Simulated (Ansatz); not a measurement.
The cluster Cu₄Br₄⁺, relaxed as a doublet with UKS PBE-D4/def2-SVP in Ansatz, starting from the GFN2-xTB geometry. Force threshold 0.03 eV/Å.

The structure comes from a short search, and lower isomers may exist.

Start:

Cartesian coordinates in Å:
```
Cu -1.574 -0.402 1.590
Cu 0.073 -2.041 -1.002
Cu -1.272 1.109 -1.501
Cu 1.659 0.794 0.548
Br -2.050 -0.995 -0.674
Br 0.663 2.272 -1.019
Br 0.317 0.565 2.495
Br 2.185 -1.300 -0.436
```

```csv
step,energy (eV),largest force component (eV/Å),SCF passes
1,-458622.2939,0.774,134
2,-458623.0915,0.782,64
3,-458623.6791,0.766,48
4,-458624.0892,0.251,46
5,-458624.1222,0.223,44
6,-458624.1303,0.046,37
7,-458624.1309,0.016,39
```

Force components are those of the run's own axes.

End:

Cartesian coordinates in Å:
```
Cu -1.1544 -0.3039 1.1123
Cu 0.0236 -1.5531 -0.7477
Cu -0.9886 0.8140 -1.1266
Cu 1.2717 0.5494 0.2535
Br -2.3383 -1.1480 -0.8113
Br 0.5299 2.5226 -0.8891
Br 0.3743 0.6600 2.5189
Br 2.2817 -1.5410 -0.3098
```

By distances, no bond broke or formed, bridged metal pairs apart. The bond that changes most is Cu4–Br7, from 2.38 to 2.44 Å (atoms count from 1). Metal–metal contacts that move far: Cu2–Cu4 3.60 to 2.64 Å, Cu1–Cu2 3.48 to 2.53 Å, Cu1–Cu3 3.45 to 2.51 Å, Cu3–Cu4 3.59 to 2.66 Å, Cu1–Cu4 3.60 to 2.71 Å, Cu2–Cu3 3.46 to 2.60 Å.

No frequencies were taken in this run, so the end may be a saddle point.

It took 2.2 min on 4 threads of Arm Neoverse V1 on a shared host, peak host memory 0.74 GiB.
